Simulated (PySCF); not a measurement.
Compound: C2H5O3Si (doublet state).
Cartesian coordinates in Å at the GFN2-xTB level; atoms count from 1:
```
atom  x, y, z in Å
O1    -0.6787   -1.0936    0.2728
C2    -1.2044   -0.0072    0.0093
O3    -2.5385    0.1592   -0.0215
C4    -0.4097    1.1253   -0.2764
O5     0.8850    0.9831   -0.2512
Si6    1.6963   -0.4474    0.0940
H7    -2.9670   -0.6843    0.1908
H8    -0.8175    2.0953   -0.5137
H9     1.5007   -1.4472   -0.9439
H10    3.0164    0.1734   -0.0655
H11    1.5229   -0.8539    1.4794
```

The hyperfine couplings belong to this conformer and change with its torsions.

Identity: `O=C(O)[CH]O[SiH3]` [radical].

Method used: UKS B3LYP, pcH-1 on C H O Si, non-relativistic, mean-field spin-orbit, GIAO in PySCF 2.14.0. One conformer (not necessarily the lowest) at the GFN2-xTB geometry, without solvent, vibrations or thermal averaging. Couplings are sensitive to structure, and on GFN2-xTB geometries they can be far from those on DFT ones. The SCF solution wasn't tested for stability.

**Question.** The isotropic 17O couplings are -19.7, -14.5 MHz. Assign them to O1; O5.

**Answer.** 
```tsv
site	a_iso (MHz)	ρ(0) (bohr⁻³)	position	distance from C4 (Å)	spin population	largest |T| (MHz)
O1	-14.5	+0.0237	2 bonds from C4	2.30	+0.18	58.5
O5	-19.7	+0.0325	1 bond from C4	1.30	+0.16	70.0
```

**Question.** Match the computed a_iso(13C) values +45.8, -28.7 MHz with the sites C2; C4.

**Answer.** 
```json
{"site": "C2", "a_iso (MHz)": "-28.7", "ρ(0) (bohr⁻³)": "-0.0255", "position": "1 bond from C4", "distance from C4 (Å)": "1.41", "spin population": "+0.02", "largest |T| (MHz)": "7.4"}
{"site": "C4", "a_iso (MHz)": "+45.8", "ρ(0) (bohr⁻³)": "+0.0408", "position": "largest spin population", "distance from C4 (Å)": "0.00", "spin population": "+0.64", "largest |T| (MHz)": "109.5"}
```

**Question.** Match the computed a_iso(1H) values -47.5, +12.3, -4.9 MHz (means over equivalent nuclei) with the sites H7; H8; H9/H10/H11.

**Answer.** 
```tsv
site	a_iso (MHz)	ρ(0) (bohr⁻³)	position	distance from C4 (Å)	bound to	spin population there	largest |T| (MHz)
H7	-4.9	-0.0011	γ, 3 bonds from C4	3.17	O3	+0.03	6.3
H8	-47.5	-0.0106	α, 1 bond from C4	1.08	C4	+0.64	28.2
H9/H10/H11	+12.3	+0.0028	γ, 3 bonds from C4	3.37	Si6	-0.01	4.0
```

ρ(0) is the spin density at the nucleus and T the dipolar tensor; a_iso includes a spin–orbit part; entries for several nuclei are means. Largest spin populations (Mulliken): C4 (+0.64), O1 (+0.18) and O5 (+0.16). Three atoms exceed +0.15. The angles at C4 add up to 360.0°, so it is planar; its axial dipolar tensor and the negative coupling of its proton fit spin in a p orbital normal to that plane.

Nuclei that the bonding pattern makes equivalent are averaged, as if the motion that swaps them (rotation, inversion, ring flip) were fast. The three 1H nuclei of mean +12.3 MHz run from -2.5 to 19.8 MHz in the frozen geometry.

Time: 83 s (grids of density and orbitals included); peak memory 0.80 GiB. Hardware: Intel Xeon at 2.50 GHz, one thread (shared host).
